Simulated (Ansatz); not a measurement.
Born–Oppenheimer molecular dynamics of CH4F2OSi2 (10 atoms, charge 0, multiplicity 1). It starts from a relaxed structure.

These are results of Ansatz, RKS CAM-B3LYP/STO-3G, not measurements.

```yaml
ensemble: NVT, Langevin thermostat
time_step: 2.5 fs
steps_asked: 40
set_temperature: 50 K
friction: 0.02 /fs
seed: 112414
```

First frame:

```xyz
10
Properties=species:S:1:pos:R:3
O 1.313 -1.823 -0.938
C 0.804 -0.829 -1.504
Si -0.222 0.530 -0.607
F -1.684 0.605 -1.339
F 0.473 1.973 -0.949
Si -0.364 0.119 1.617
H 0.943 -0.700 -2.614
H -1.001 -1.149 1.850
H 0.950 0.085 2.203
H -1.129 1.138 2.284
```

Q: What does the run give?

A: The run went to its last step.

```
steps done                                               : 40
time covered                                             : 100 fs
mean temperature over the second half                    : 44 K
spread of the potential energy over the second half      : 1.3 meV per atom
mean potential energy of the second half above the start : 5.3 meV per atom
```

The mean temperature of the second half is 12 % below the set value. A step of 2.5 fs is long for free X–H stretches (periods near 10 fs) and can bias their spread and the temperature. A run of 0.1 ps of so small a system gives no equilibrium averages. Limits of this set-up: minimal basis.

Q: What happens to the structure?

A: The same pairs are bonded in the first frame and the last. Pairs count as bonded within 1.25 times the sum of covalent radii (0.12 Å more for H–H). This is one draw of velocities; another would differ in detail.

Q: How do temperature and energy run in time?

A: 
```json
{"time (fs)": "0.0", "T (K)": "45", "potential energy less start (eV)": "0.000"}
{"time (fs)": "2.5", "T (K)": "28", "potential energy less start (eV)": "0.037"}
{"time (fs)": "5.0", "T (K)": "31", "potential energy less start (eV)": "0.023"}
{"time (fs)": "7.5", "T (K)": "31", "potential energy less start (eV)": "0.036"}
{"time (fs)": "10.0", "T (K)": "28", "potential energy less start (eV)": "0.029"}
{"time (fs)": "12.5", "T (K)": "30", "potential energy less start (eV)": "0.023"}
{"time (fs)": "15.0", "T (K)": "26", "potential energy less start (eV)": "0.026"}
{"time (fs)": "17.5", "T (K)": "31", "potential energy less start (eV)": "0.012"}
{"time (fs)": "20.0", "T (K)": "22", "potential energy less start (eV)": "0.031"}
{"time (fs)": "22.5", "T (K)": "36", "potential energy less start (eV)": "0.013"}
{"time (fs)": "25.0", "T (K)": "32", "potential energy less start (eV)": "0.035"}
{"time (fs)": "27.5", "T (K)": "37", "potential energy less start (eV)": "0.021"}
{"time (fs)": "30.0", "T (K)": "40", "potential energy less start (eV)": "0.035"}
{"time (fs)": "32.5", "T (K)": "38", "potential energy less start (eV)": "0.035"}
{"time (fs)": "35.0", "T (K)": "36", "potential energy less start (eV)": "0.038"}
{"time (fs)": "37.5", "T (K)": "28", "potential energy less start (eV)": "0.048"}
{"time (fs)": "40.0", "T (K)": "31", "potential energy less start (eV)": "0.045"}
{"time (fs)": "42.5", "T (K)": "32", "potential energy less start (eV)": "0.055"}
{"time (fs)": "45.0", "T (K)": "34", "potential energy less start (eV)": "0.039"}
{"time (fs)": "47.5", "T (K)": "26", "potential energy less start (eV)": "0.047"}
{"time (fs)": "50.0", "T (K)": "28", "potential energy less start (eV)": "0.036"}
{"time (fs)": "52.5", "T (K)": "45", "potential energy less start (eV)": "0.035"}
{"time (fs)": "55.0", "T (K)": "34", "potential energy less start (eV)": "0.044"}
{"time (fs)": "57.5", "T (K)": "38", "potential energy less start (eV)": "0.035"}
{"time (fs)": "60.0", "T (K)": "37", "potential energy less start (eV)": "0.051"}
{"time (fs)": "62.5", "T (K)": "54", "potential energy less start (eV)": "0.038"}
{"time (fs)": "65.0", "T (K)": "37", "potential energy less start (eV)": "0.056"}
{"time (fs)": "67.5", "T (K)": "46", "potential energy less start (eV)": "0.050"}
{"time (fs)": "70.0", "T (K)": "38", "potential energy less start (eV)": "0.056"}
{"time (fs)": "72.5", "T (K)": "38", "potential energy less start (eV)": "0.051"}
{"time (fs)": "75.0", "T (K)": "42", "potential energy less start (eV)": "0.047"}
{"time (fs)": "77.5", "T (K)": "45", "potential energy less start (eV)": "0.057"}
{"time (fs)": "80.0", "T (K)": "50", "potential energy less start (eV)": "0.032"}
{"time (fs)": "82.5", "T (K)": "46", "potential energy less start (eV)": "0.057"}
{"time (fs)": "85.0", "T (K)": "49", "potential energy less start (eV)": "0.058"}
{"time (fs)": "87.5", "T (K)": "50", "potential energy less start (eV)": "0.075"}
{"time (fs)": "90.0", "T (K)": "53", "potential energy less start (eV)": "0.060"}
{"time (fs)": "92.5", "T (K)": "41", "potential energy less start (eV)": "0.078"}
{"time (fs)": "95.0", "T (K)": "52", "potential energy less start (eV)": "0.066"}
{"time (fs)": "97.5", "T (K)": "51", "potential energy less start (eV)": "0.057"}
{"time (fs)": "100.0", "T (K)": "46", "potential energy less start (eV)": "0.065"}
```

Time of the run: 73 s on 1 thread of Intel(R) Xeon(R) 6975P-C (Granite Rapids), with other jobs on the host, peak memory 0.22 GiB.
